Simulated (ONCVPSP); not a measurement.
Ranking ONCV potentials for O

All share these settings but for the change named:

oxygen (O), optimised norm-conserving Vanderbilt (ONCV), made with ONCVPSP 4.0.1 (PBEsol, scalar-relativistic). Core [He], reference 2s1 2p5. Waves: 2s: rc 0.95 bohr, ncon 5, nbas 8, qcut 5.9 1/bohr, local; 2p: rc 1.95 bohr, ncon 3, nbas 7, qcut 5.9 1/bohr, 2 projectors, debl 0.8 Ha; d scattering state at 0.37 Ha: rc 2.05 bohr, ncon 4, nbas 8, qcut 4.4 1/bohr, 2 projectors, debl 1.9 Ha. Local part: the s channel. Core correction: Teter function, fcfact 2.5, rcfact 1.7.

Test errors are all-electron minus pseudo excitation energies from the reference, over 2s2 2p4; 2s2 2p3; 2s2 2p2; 2s2 2p0. None of these files shows a bound ghost.

The base gives 11047.8 meV.

Of 8 variants that were run, those that failed, showed a ghost or another fault, or gave nearly equal values are left out.

A variant can come out equal or close to the base, since the largest error may sit in a test that the change hardly touches while other tests move.

Q: Rank these variants by their largest absolute test error, smallest first.
A. s: qcut 6; p: qcut 6; d: qcut 4.5
B. s: qcut 8.4; p: qcut 8.4; d: qcut 6.3
C. s: qcut 7.7; p: qcut 7.7; d: qcut 5.7
D. s: qcut 5; p: qcut 5; d: qcut 3.8
E. s: qcut 6.6; p: qcut 6.6; d: qcut 4.9

A: B (6040.9 meV), C (7183.8 meV), E (9333.5 meV), A (10775.7 meV), D (13823.4 meV).
